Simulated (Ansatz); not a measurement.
Geometry optimisation, RKS BHLYP/6-31G (Ansatz 0.2.0).

input.yaml

```yaml
crystal:
  periodic: [false, false, false]
  atoms:
    - { symbol: "N", position_ang: [0.5253, -2.112, 0.7794] }
    - { symbol: C, position_ang: [1.0391, -0.7454, 0.5389] }
    - { symbol: B, position_ang: [0.3186, -0.0616, -0.7383] }
    - { symbol: S, position_ang: [0.5848, -0.8437, -2.4285] }
    - { symbol: Si, position_ang: [-0.6637, 1.5728, -0.5433] }
    - { symbol: "N", position_ang: [0.08007, 2.852, -1.56498] }
    - { symbol: F, position_ang: [-2.28341, 1.33639, -1.05656] }
    - { symbol: H, position_ang: [-0.4563, -1.9328, 1.1321] }
    - { symbol: H, position_ang: [1.0346, -2.5049, 1.5713] }
    - { symbol: H, position_ang: [2.1337, -0.8302, 0.3608] }
    - { symbol: H, position_ang: [0.8911, -0.1072, 1.4629] }
    - { symbol: H, position_ang: [1.7001, -0.1176, -2.6906] }
    - { symbol: H, position_ang: [-0.64345, 2.05083, 0.87549] }
    - { symbol: H, position_ang: [1.09427, 2.93442, -1.28717] }
    - { symbol: H, position_ang: [0.10177, 2.48792, -2.55887] }
basis:
  gaussian: { orbitals: "6-31G" }
hamiltonian:
  xc: { name: BHLYP }
relax:
  f_tol: 0.015
  max_steps: 40
```

Command:

```bash
$ ansatz run input.yaml --threads 1 --pin off --max-ram 2048MiB --backend cpu --events-out ev --progress --plain --runs-dir out
```

Question: Where does it end, and by what steps?

Answer: It did not converge within its limit. Limits of this set-up: no polarisation functions. After 39 steps the energy has fallen by 2.635 eV; H9 moved furthest, 2.38 Å. Joined: N1–B3 (2.56 → 1.65 Å).

```json
{"step": "0", "energy less start (eV)": "0.0000", "largest force component (eV/Å)": "2.207", "accepted": "yes"}
{"step": "2", "energy less start (eV)": "-0.8901", "largest force component (eV/Å)": "1.335", "accepted": "yes"}
{"step": "4", "energy less start (eV)": "-1.2310", "largest force component (eV/Å)": "0.888", "accepted": "yes"}
{"step": "6", "energy less start (eV)": "-1.5505", "largest force component (eV/Å)": "1.305", "accepted": "yes"}
{"step": "8", "energy less start (eV)": "-1.8794", "largest force component (eV/Å)": "0.647", "accepted": "yes"}
{"step": "10", "energy less start (eV)": "-2.0062", "largest force component (eV/Å)": "0.288", "accepted": "yes"}
{"step": "12", "energy less start (eV)": "-2.0574", "largest force component (eV/Å)": "0.215", "accepted": "yes"}
{"step": "14", "energy less start (eV)": "-2.0976", "largest force component (eV/Å)": "0.799", "accepted": "yes"}
{"step": "16", "energy less start (eV)": "-2.1991", "largest force component (eV/Å)": "0.424", "accepted": "yes"}
{"step": "18", "energy less start (eV)": "-2.3730", "largest force component (eV/Å)": "0.782", "accepted": "yes"}
{"step": "20", "energy less start (eV)": "-2.4286", "largest force component (eV/Å)": "0.202", "accepted": "yes"}
{"step": "22", "energy less start (eV)": "-2.4473", "largest force component (eV/Å)": "0.231", "accepted": "yes"}
{"step": "24", "energy less start (eV)": "-2.4627", "largest force component (eV/Å)": "0.262", "accepted": "yes"}
{"step": "26", "energy less start (eV)": "-2.4774", "largest force component (eV/Å)": "0.391", "accepted": "yes"}
{"step": "28", "energy less start (eV)": "-2.4986", "largest force component (eV/Å)": "0.964", "accepted": "yes"}
{"step": "30", "energy less start (eV)": "-2.5570", "largest force component (eV/Å)": "0.531", "accepted": "yes"}
{"step": "32", "energy less start (eV)": "-2.5942", "largest force component (eV/Å)": "0.357", "accepted": "yes"}
{"step": "34", "energy less start (eV)": "-2.6170", "largest force component (eV/Å)": "0.298", "accepted": "yes"}
{"step": "36", "energy less start (eV)": "-2.6320", "largest force component (eV/Å)": "0.286", "accepted": "yes"}
{"step": "38", "energy less start (eV)": "-2.6311", "largest force component (eV/Å)": "0.283", "accepted": "no"}
{"step": "39", "energy less start (eV)": "-2.6345", "largest force component (eV/Å)": "0.099", "accepted": "yes"}
```

```xyz
15
Properties=species:S:1:pos:R:3
N -0.046 -1.258 0.010
C 1.238 -0.932 0.739
B 0.940 -0.047 -0.510
S 1.844 -0.265 -2.166
Si -0.035 1.676 -0.232
N -0.679 2.403 -1.673
F -1.297 1.072 0.794
H -0.907 -0.954 0.441
H -0.100 -2.129 -0.487
H 1.951 -1.740 0.686
H 1.071 -0.591 1.747
H 2.734 -1.249 -1.836
H 0.559 2.772 0.583
H -1.026 3.340 -1.722
H -0.791 1.884 -2.522
```

The run took 12 min on 1 thread of Intel(R) Xeon(R) Processor @ 2.50GHz (Skylake/Cascade Lake) (shared host), peak memory 0.25 GiB.
